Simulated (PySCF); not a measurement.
C2H7ClSi, SMILES CC[SiH2]Cl.

Geometry: B3LYP-D3(BJ)/def2-SVP. The values are those of a single conformer.

Calculation: PySCF with PBE/def2-TZVP.

Gas-phase values at a fixed geometry.

Question: Estimate the frontier levels, gap, dipole moment and polarisability. (Estimate from the structure and the level; the computed values follow.)

Answer: 
```json
{
  "highest_occupied_level": "-7.15 eV",
  "lowest_empty_level": "-0.58 eV",
  "orbital_gap": "6.57 eV",
  "dipole_moment": "1.89 D",
  "quadrupole, principal values (traceless, Buckingham form, about the centre of nuclear charge)": "-0.82, 0.18, 0.64 D·Å",
  "mean_static_polarisability": "64.2 bohr³ (9.51 Å³)",
  "polarisability_principal_values": "55.9, 65.3, 71.4 bohr³"
}
```
